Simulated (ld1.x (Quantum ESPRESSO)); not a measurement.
Which setting gave this result? (palladium (Pd), RRKJ)

Base potential:

Pd, norm-conserving RRKJ (Kleinman–Bylander form), made with ld1.x (Quantum ESPRESSO) 7.5 (LDA (PZ), scalar-relativistic). Core [Ar] 3d10, reference 4s2 4p6 4d10 5s0 5p0. Waves: 4s (bound): rc 1.40 bohr; 4p (bound): rc 1.10 bohr; 4d (bound): rc 1.50 bohr. Local part: all-electron potential smoothed inside 1.20 bohr (lloc = -1). Core correction: a·sin(br)/r model core inside 0.55 bohr. rho0 = 0.02.

Cutoffs, loose and tight: the cutoffs (Ry, on a coarse ladder) from which the occupation-weighted sum of valence levels, in a spherical-Bessel basis at the reference potential, stays within 10 and 1 mRy of its value at 400 Ry. They do not see the model core or the augmentation charge, which bear on the density cutoff. Test errors are all-electron minus pseudo excitation energies from the reference, over the configurations 4s2 4p6 4d9 5s0 5p0; 4s2 4p6 4d8 5s0 5p0; 4s2 4p6 4d7 5s0 5p0; 4s2 4p6 4d9 5s0 5p1; 4s2 4p6 4d9 5s1 5p0; 4s1 4p6 4d10 5s0 5p0; 4s2 4p5 4d10 5s0 5p0 (two spin-polarised tests are not counted in the largest error); variants that change the core or the reference have their own tests. The largest error is taken over the tests solved by every variant that gives reliable tests at all, those not shown here included: 4s1 4p6 4d10 5s0 5p0; 4s2 4p5 4d10 5s0 5p0; 4s2 4p6 4d7 5s0 5p0; 4s2 4p6 4d8 5s0 5p0; 4s2 4p6 4d9 5s0 5p0; 4s2 4p6 4d9 5s0 5p1.

Only the scale of all radii but the core radius (base = 1) is moved (1 further runs of the sweep failed or gave no value and are left out):

| scale of all radii but the core radius (base = 1) | cutoff, loose | cutoff, tight | bound ghosts | largest test error (meV) |
| --- | --- | --- | --- | --- |
| 0.8 | 140 Ry | 230 Ry | s | -32 |
| 1.1 | 100 Ry | 160 Ry | none | -104 |
| 1.23 | 80 Ry | 120 Ry | none | -122 |
| 1.34 | 55 Ry | 80 Ry | s | -188 |

Task: One more run gave cutoff, loose: 120 Ry; cutoff, tight: 200 Ry; bound ghosts: none; largest test error (meV): +231. Which value of the scale of all radii but the core radius (base = 1) was used?

Result: 0.98. The loose cutoff moves one way along this sweep, from 140 Ry at 0.8 to 55 Ry at 1.34, which places the run between 0.8 and 1.1.
